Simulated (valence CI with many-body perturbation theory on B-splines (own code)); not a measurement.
Values are calculated unless marked as measured or tabulated.
# Hyperfine factors and g values of Re³⁴⁺

Method: configuration interaction combined with many-body perturbation theory (CI+MBPT): five valence electrons over a frozen Dirac-Fock core [Kr], a basis of 7 s, 7 p, 8 d, 6 f, 4 g, 1 h functions for each j, with the one-electron correlation potential Σ1, the two-electron term Σ2, the three-electron term Σ3, Breit, model QED; selected CI, second order for the rest (own B-spline code, finite nucleus).

No measured spectrum was set against this ion. As an estimate, large intervals hold to a few tenths of a per cent, small ones and those within an open d or f shell to about a per cent. Only levels of the ground parity were solved; by the run's estimate the other parity begins above the list, which can be wrong where configurations are misplaced.

A/g_I is the dipole constant over the nuclear g factor μ/I (μ in nuclear magnetons, uniformly magnetised nucleus), B/Q the quadrupole constant per barn. Both hold the static response of the core; the bare values leave it out. Large factors of s and p1/2 electrons are usually good to 5 to 10 %; those of open d and f shells near neutrality can be off by tens of per cent, and small factors of p3/2, d and f electrons come from cancelling terms and can be off by a factor of two or in sign, in half-filled shells by more. B is blank for J = 1/2, where it vanishes, and for nearly pure S terms. Energies count from the lowest level.

Levels are named by their leading jj configuration (3d3/2^4 stands for four electrons in 3d with j = 3/2), which in mixed levels can hold well under half, so a name can repeat and another be missing. Letters in brackets count levels of one name in rising energy.

| Level | E (cm⁻¹) | g | A/g_I (MHz) | A/g_I bare | B/Q (MHz/b) | B/Q bare |
| --- | --- | --- | --- | --- | --- | --- |
| (4d3/2^4 4d5/2) J=5/2 | 0 | 1.356 | 8030 | 8720 | 16500 | 15800 |
| (4d3/2^3 4d5/2^2) J=5/2 [a] | 112420 | 1.338 | 5100 | 5760 | 7610 | 7290 |
| (4d3/2^3 4d5/2^2) J=7/2 [a] | 150450 | 1.163 | 10900 | 11100 | 21100 | 20400 |
| (4d3/2^3 4d5/2^2) J=3/2 [a] | 154580 | 1.189 | 13600 | 13800 | 16600 | 16000 |
| (4d3/2^3 4d5/2^2) J=11/2 | 158350 | 1.116 | 14200 | 14300 | -805 | -878 |
| (4d3/2^3 4d5/2^2) J=9/2 | 170940 | 1.143 | 12600 | 12800 | 20000 | 19200 |
| (4d3/2^3 4d5/2^2) J=5/2 [b] | 179450 | 1.138 | 13200 | 13300 | 54.6 | 79.4 |
| (4d3/2^3 4d5/2^2) J=1/2 | 186880 | 1.806 | -8240 | -6330 |  |  |
| (4d3/2^3 4d5/2^2) J=7/2 [b] | 194880 | 1.084 | 15600 | 15600 | -22100 | -21300 |
| (4d3/2^3 4d5/2^2) J=3/2 [b] | 240200 | 0.788 | 25300 | 24500 | -20000 | -19200 |
| (4d3/2^2 4d5/2^3) J=5/2 [a] | 261920 | 1.281 | 4690 | 5200 | 1240 | 1200 |
| (4d3/2^2 4d5/2^3) J=7/2 [a] | 286090 | 1.216 | 9320 | 9650 | -1600 | -1550 |
| (4d3/2^2 4d5/2^3) J=11/2 | 291400 | 1.088 | 14100 | 14100 | 517 | 513 |
| (4d3/2^2 4d5/2^3) J=9/2 [a] | 296350 | 1.146 | 12000 | 12200 | -2720 | -2630 |
| (4d3/2^2 4d5/2^3) J=1/2 [a] | 304920 | 0.519 | 38600 | 37100 |  |  |
| (4d3/2^2 4d5/2^3) J=13/2 | 309930 | 1.073 | 15100 | 15000 | -6.54 | 6.55 |
| (4d3/2^2 4d5/2^3) J=3/2 [a] | 312170 | 1.183 | 11600 | 11900 | 685 | 643 |
| (4d3/2^2 4d5/2^3) J=5/2 [b] | 315740 | 1.019 | 16800 | 16600 | -2990 | -2860 |
| (4d3/2^2 4d5/2^3) J=9/2 [b] | 335070 | 1.108 | 13600 | 13700 | 840 | 811 |
| (4d3/2^2 4d5/2^3) J=7/2 [b] | 340710 | 0.988 | 18600 | 18300 | -1070 | -1030 |
| (4d3/2^2 4d5/2^3) J=5/2 [c] | 344820 | 1.049 | 15700 | 15600 | 2920 | 2790 |
| (4d3/2^2 4d5/2^3) J=3/2 [b] | 348970 | 0.848 | 23200 | 22600 | 1760 | 1730 |
| (4d3/2^2 4d5/2^3) J=1/2 [b] | 364510 | 1.792 | -9870 | -7990 |  |  |
| (4d3/2^2 4d5/2^3) J=7/2 [c] | 366750 | 1.042 | 16700 | 16600 | 1400 | 1340 |
| (4d3/2^2 4d5/2^3) J=9/2 [c] | 391670 | 1.105 | 13700 | 13800 | 9050 | 8750 |
| (4d3/2 4d5/2^4) J=5/2 [a] | 433630 | 1.281 | 7620 | 8120 | -6580 | -6310 |
| (4d3/2^2 4d5/2^3) J=3/2 [c] | 435430 | 1.188 | 11000 | 11200 | -7040 | -6810 |
| (4d3/2^2 4d5/2^3) J=5/2 [d] | 447890 | 1.125 | 9720 | 9820 | 4480 | 4350 |
| (4d3/2 4d5/2^4) J=7/2 [a] | 464320 | 1.190 | 10400 | 10600 | -24900 | -24000 |
| (4d3/2 4d5/2^4) J=11/2 | 473150 | 1.072 | 14700 | 14600 | 397 | 500 |
| (4d3/2 4d5/2^4) J=3/2 [a] | 473820 | 0.969 | 16000 | 15700 | -17700 | -17100 |
| (4d3/2 4d5/2^4) J=9/2 | 493160 | 1.115 | 12900 | 13000 | -27100 | -26100 |
| (4d3/2 4d5/2^4) J=5/2 [b] | 506270 | 1.112 | 13100 | 13200 | 3530 | 3400 |
| (4d3/2 4d5/2^4) J=7/2 [b] | 515580 | 1.003 | 16800 | 16600 | 27100 | 26200 |
| (4d3/2 4d5/2^4) J=1/2 | 539720 | 1.203 | -2930 | -2600 |  |  |
| (4d3/2 4d5/2^4) J=3/2 [b] | 587740 | 0.871 | 24600 | 24000 | 25800 | 24900 |
| (4d5/2^5) J=5/2 | 642410 | 1.152 | 10300 | 10500 | -26700 | -25700 |

(1) Take the isotope of mass number 187, with I = 5/2, μ = 3.209 μN, leaving out the quadrupole term. What is the hyperfine structure of (4d3/2^3 4d5/2^2) J=5/2 [a]?

## Answers

(1) From the table A = 6550 MHz. Shifts from the centre of gravity in MHz: F = 0: -57300, F = 1: -50800, F = 2: -37700, F = 3: -18000, F = 4: 8190, F = 5: 40900.
